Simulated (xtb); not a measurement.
O2Si (SMILES O=[Si]=O), singlet, from a rough starting geometry; GFN2-xTB in xtb.

xtb was given this input:
```
$ xtb mol.xyz --gfn 2 --opt vtight --json

# file mol.xyz
3

O     -1.45932581     0.11141728    -0.00358386
Si    -0.02103351    -0.04259940     0.02521497
O      1.49421016    -0.14229291     0.01007743
```

The log (banner, timings and long lists left out):

```
   ID    Z sym.   atoms
    1    8 O      1, 3
    2   14 Si     2

           -------------------------------------------------
          |                Calculation Setup                |
           -------------------------------------------------

           -------------------------------------------------
          |                 G F N 2 - x T B                 |
           -------------------------------------------------

          ...................................................
          :                      SETUP                      :
          :.................................................:
          :  # basis functions                  18          :
          :  # atomic orbitals                  17          :
          :  # shells                            7          :
          :  # electrons                        16          :
          :  max. iterations                   250          :
          :  Hamiltonian                  GFN2-xTB          :
          :  restarted?                      false          :
          :  GBSA solvation                  false          :
          :  PC potential                    false          :
          :  electronic temp.          300.0000000     K    :
          :  accuracy                    1.0000000          :
          :  -> integral cutoff          0.2500000E+02      :
          :  -> integral neglect         0.1000000E-07      :
          :  -> SCF convergence          0.1000000E-05 Eh   :
          :  -> wf. convergence          0.1000000E-03 e    :
          :  Broyden damping             0.4000000          :
          :  net charge                          0          :
          :  unpaired electrons                  0          :
          ...................................................

 iter      E             dE          RMSdq      gap      omega  full diag
   1    -10.0273296 -0.100273E+02  0.317E+01    7.05       0.0  T
   2    -10.0491285 -0.217989E-01  0.223E+01    6.97       1.0  T
   3    -10.0442553  0.487313E-02  0.310E+00    7.90       1.0  T
   4    -10.0539021 -0.964679E-02  0.210E+00    7.45       1.0  T
   5    -10.0533411  0.561047E-03  0.127E+00    7.97       1.0  T
   6    -10.0557316 -0.239050E-02  0.405E-01    7.84       1.0  T
   7    -10.0560715 -0.339916E-03  0.185E-01    7.73       1.0  T
   8    -10.0561052 -0.336769E-04  0.396E-02    7.76       1.5  T
   9    -10.0561083 -0.312998E-05  0.292E-03    7.76      19.8  T
  10    -10.0561083 -0.181885E-07  0.830E-04    7.76      69.6  T
  11    -10.0561083 -0.292518E-09  0.259E-04    7.76     223.3  T

   *** convergence criteria satisfied after 11 iterations ***

         :::::::::::::::::::::::::::::::::::::::::::::::::::::
         ::                     SUMMARY                     ::
         :::::::::::::::::::::::::::::::::::::::::::::::::::::
         :: total energy              -9.962780635249 Eh    ::
         :: gradient norm              0.149064271067 Eh/a0 ::
         :: HOMO-LUMO gap              7.757786402119 eV    ::
         ::.................................................::
         :: SCC energy               -10.056108321621 Eh    ::
         :: -> isotropic ES            0.030728673699 Eh    ::
         :: -> anisotropic ES          0.016280337742 Eh    ::
         :: -> anisotropic XC         -0.037028540117 Eh    ::
         :: -> dispersion             -0.001085859992 Eh    ::
         :: repulsion energy           0.093327686372 Eh    ::
         :: add. restraining           0.000000000000 Eh    ::
         :: total charge              -0.000000000000 e     ::
         :::::::::::::::::::::::::::::::::::::::::::::::::::::

      -----------------------------------------------------------
     |                   =====================                   |
     |                        A N C O P T                        |
     |                   =====================                   |
     |               Approximate Normal Coordinate               |
     |                Rational Function Optimizer                |
      -----------------------------------------------------------
      -----------------------------------------------------------
     |                   =====================                   |
     |                        A N C O P T                        |
     |                   =====================                   |
     |               Approximate Normal Coordinate               |
     |                Rational Function Optimizer                |
      -----------------------------------------------------------

          ...................................................
          :                      SETUP                      :
          :.................................................:
          :   optimization level         verytight          :
          :   max. optcycles                   200          :
          :   ANC micro-cycles                  20          :
          :   degrees of freedom                 3          :
          :.................................................:
          :   RF solver                   davidson          :
          :   write xtbopt.log                true          :
          :   linear?                        false          :
          :   energy convergence         0.1000000E-06 Eh   :
          :   grad. convergence          0.2000000E-03 Eh/α :
          :   maxmium RF displ.          1.0000000          :
          :   Hlow (freq-cutoff)         0.1000000E-01      :
          :   Hmax (freq-cutoff)         5.0000000          :
          :   S6 in model hess.         20.0000000          :
          ...................................................

generating ANC from exact Hessian ...
Using Lindh-Hessian (1995)
 Shifting diagonal of input Hessian by    0.0000000000000000
 Lowest  eigenvalues of input Hessian
    0.000000    0.000000    0.000000    0.000000    0.000000    0.000000
[...]
 * total energy  :    -9.9627806 Eh     change       -0.4651035E-10 Eh
 * total energy  :    -9.9668097 Eh     change       -0.4029106E-02 Eh
 * total energy  :    -9.9670868 Eh     change       -0.2770169E-03 Eh
 * total energy  :    -9.9671134 Eh     change       -0.2663802E-04 Eh
 * total energy  :    -9.9671570 Eh     change       -0.4356890E-04 Eh
 * total energy  :    -9.9671733 Eh     change       -0.1630736E-04 Eh
 * total energy  :    -9.9671784 Eh     change       -0.5096477E-05 Eh
 * total energy  :    -9.9671786 Eh     change       -0.2192801E-06 Eh
 * total energy  :    -9.9671786 Eh     change       -0.3851649E-07 Eh
   *** GEOMETRY OPTIMIZATION CONVERGED AFTER 9 ITERATIONS ***
[...]
          :  # electrons                        16          :
          :  max. iterations                   250          :
          :  Hamiltonian                  GFN2-xTB          :
          :  restarted?                      false          :
          :  GBSA solvation                  false          :
          :  PC potential                    false          :
          :  electronic temp.          300.0000000     K    :
          :  accuracy                    1.0000000          :
          :  -> integral cutoff          0.2500000E+02      :
          :  -> integral neglect         0.1000000E-07      :
          :  -> SCF convergence          0.1000000E-05 Eh   :
          :  -> wf. convergence          0.1000000E-03 e    :
          :  Broyden damping             0.4000000          :
          :  net charge                          0          :
          :  unpaired electrons                  0          :
          ...................................................

 iter      E             dE          RMSdq      gap      omega  full diag
   1    -10.0506391 -0.100506E+02  0.611E-05    7.87       0.0  T
   2    -10.0506391 -0.778044E-12  0.243E-05    7.87    2378.1  T
   3    -10.0506391  0.165201E-12  0.381E-05    7.87    1513.8  T

   *** convergence criteria satisfied after 3 iterations ***

         :::::::::::::::::::::::::::::::::::::::::::::::::::::
         ::                     SUMMARY                     ::
         :::::::::::::::::::::::::::::::::::::::::::::::::::::
         :: total energy              -9.967178627099 Eh    ::
         :: gradient norm              0.000014024919 Eh/a0 ::
         :: HOMO-LUMO gap              7.870465903512 eV    ::
         ::.................................................::
         :: SCC energy               -10.050639116635 Eh    ::
         :: -> isotropic ES            0.031013546118 Eh    ::
         :: -> anisotropic ES          0.016468628474 Eh    ::
         :: -> anisotropic XC         -0.037479261043 Eh    ::
         :: -> dispersion             -0.001085068160 Eh    ::
         :: repulsion energy           0.083460489536 Eh    ::
         :: add. restraining           0.000000000000 Eh    ::
         :: total charge               0.000000000000 e     ::
         :::::::::::::::::::::::::::::::::::::::::::::::::::::

           -------------------------------------------------
          |                Property Printout                |
           -------------------------------------------------

    * Orbital Energies and Occupations

         #    Occupation            Energy/Eh            Energy/eV
      -------------------------------------------------------------
         1        2.0000           -0.7941825             -21.6108
         2        2.0000           -0.6818875             -18.5551
         3        2.0000           -0.5861597             -15.9502
         4        2.0000           -0.5095578             -13.8658
         5        2.0000           -0.5095578             -13.8658
         6        2.0000           -0.5086851             -13.8420
         7        2.0000           -0.4940384             -13.4435
         8        2.0000           -0.4940384             -13.4435 (HOMO)
         9                         -0.2048041              -5.5730 (LUMO)
        10                         -0.2048041              -5.5730
        11                         -0.1932245              -5.2579
        12                         -0.0895229              -2.4360
        13                         -0.0895229              -2.4360
        14                          0.1521642               4.1406
        15                          0.1521642               4.1406
        16                          0.5774868              15.7142
        17                          1.5621339              42.5078
      -------------------------------------------------------------
                  HL-Gap            0.2892343 Eh            7.8705 eV
             Fermi-level           -0.3494213 Eh           -9.5082 eV

     #   Z          covCN         q      C6AA      α(0)
     1   8 O        0.771    -0.244    18.838     5.817
     2  14 Si       1.542     0.489   183.980    28.899
     3   8 O        0.771    -0.244    18.838     5.817

 Mol. C6AA /au·bohr⁶  :        471.266672
 Mol. C8AA /au·bohr⁸  :      22732.105480
 Mol. α(0) /au        :         40.533408

Wiberg/Mayer (AO) data.
largest (>0.10) Wiberg bond orders for each atom

 ---------------------------------------------------------------------------
     #   Z sym  total        # sym  WBO       # sym  WBO       # sym  WBO
 ---------------------------------------------------------------------------
     1   8 O    2.430 --     2 Si   2.316     3 O    0.114
     2  14 Si   4.633 --     3 O    2.316     1 O    2.316
     3   8 O    2.430 --     2 Si   2.316     1 O    0.114
 ---------------------------------------------------------------------------

Topologies differ in total number of bonds
Writing topology from bond orders to xtbtopo.mol

molecular dipole:
                 x           y           z       tot (Debye)
 q only:        0.000      -0.000       0.000
   full:        0.000      -0.000       0.000       0.000
molecular quadrupole (traceless):
                xx          xy          yy          xz          yz          zz
 q only:       -3.838       0.496       1.898      -0.027       0.002       1.940
  q+dip:       -4.040       0.522       1.998      -0.028       0.002       2.042
   full:       -9.758       1.262       4.825      -0.068       0.006       4.933

optimized geometry written to: xtbopt.xyz

           -------------------------------------------------
          | TOTAL ENERGY               -9.967178627099 Eh   |
          | GRADIENT NORM               0.000014024919 Eh/α |
          | HOMO-LUMO GAP               7.870465903512 eV   |
           -------------------------------------------------

normal termination of xtb
```
